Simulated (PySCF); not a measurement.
**A small calculation by hand: chemical shift, span and skew from a shielding tensor**

CH5BClN, SMILES ClBNC. Atoms are numbered in the order given.

```xyz
9

B      0.5556     0.0964     0.0000
Cl    -0.0828     1.7599     0.0000
H      1.7559    -0.0799     0.0000
N     -0.3305    -0.9821     0.0000
C      0.0229    -2.3891     0.0000
H     -1.3364    -0.7891     0.0000
H     -0.3693    -2.9150     0.8976
H     -0.3693    -2.9150    -0.8976
H      1.1245    -2.4914     0.0000
```

The structure is a stationary point at PBE-D3(BJ)/def2-SVP. The values are those of a single conformer.

GIAO shieldings from PySCF with PBE0/pcSseg-1, non-relativistic, no solvent. The symmetric part of the tensor of N4 has the principal values 27.4, 192.0, 192.2 ppm. The same nucleus in NH3 has σ = 267.4 ppm at this level (PySCF, at its B3LYP-D3(BJ)/def2-TZVP geometry). Without spin–orbit terms, shifts of atoms bonded to Cl or Br come out too high.

Problem. Work out the isotropic shielding, the ¹⁵N shift against NH3, the span and the skew.

Solution. 
σ(iso) = (σ11 + σ22 + σ33)/3 = 137.2 ppm. δ = σ(ref) − σ(iso) = 267.4 − (137.2) = 130.2 ppm.
Span Ω = σ33 − σ11 = 164.8 ppm. Skew κ = 3(σ(iso) − σ22)/Ω = -1.00, an axial tensor. Tumbling in solution averages the tensor to δ; in a static solid the shielding alone would spread this spin-1/2 line over Ω.
